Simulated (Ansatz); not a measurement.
Reactions of CH6GeOS, SMILES `OC[S][GeH3]`.

Isolated molecules relaxed with PBE0-D4/def2-TZVP in Ansatz; ΔE leaves out vibrations. CBS: MP2 limit from def2 TZ/QZ plus the TZ coupled-cluster correction, frozen cores. This one scheme is used for every species, atoms too. DFT in def2-TZVPP. Open shells (•) are unrestricted, without spin–orbit coupling. Spin–orbit coupling would lower the free atoms: a little for C, O, S; clearly for Ge. Elements past krypton have def2 core potentials. Bonds to Ge, I are less sure, by a few kJ/mol each and by 10 to 20 or more in all where they break to atoms, as the def2 sets lack core-valence functions. Scalar relativity is left out up to krypton. One conformer a species, not always the lowest.

| reaction | PBE-D4 (kcal/mol) | MP2/CBS(def2) (kcal/mol) | ωB97X-V (kcal/mol) | r2SCAN-D4 (kcal/mol) |
| --- | --- | --- | --- | --- |
| `OC[S][GeH3]` → `[CH2]O`• + `[S][GeH3]`• | 73.6 | 80.8 | 72.9 | 68.9 |
| `OC[S][GeH3]` + `CO[SiH](O)F` → `CO[SiH](F)[O][GeH3]` + `OCS` | 5.5 | 3.4 | 1.4 | 3.7 |
| `OC[S][GeH3]` + `CNBF` → `C[N]([GeH3])BF` + `OCS` | 14.4 | 11.6 | 11.6 | 13.6 |
| `OC[S][GeH3]` → `C[O][GeH2][SH]` | -15.9 | -18.9 | -18.9 | -18.1 |
| `OC[S][GeH3]` + HI → `[GeH3][I]` + `OCS` | -6.5 | -8.7 | -8.1 | -7.1 |
| `OC[S][GeH3]` → C• + Ge• + 6 H• + O• + S• | 776.3 | 774.4 | 769.7 | 767.9 |
| `OC[S][GeH3]` + `BS` → `BSCO` + `[SH][GeH3]` | -1.9 | -1.5 | -1.8 | -1.9 |

(1) Give the CCSD(T)/CBS values in the same order. (An estimate is asked.)

Largest T1 diagnostic: 0.016, for `[CH2]O`•.

## Answers

(1) Computed: 74.9, 2.5, 11.4, -18.5, -7.8, 768.2, -1.5 kcal/mol.
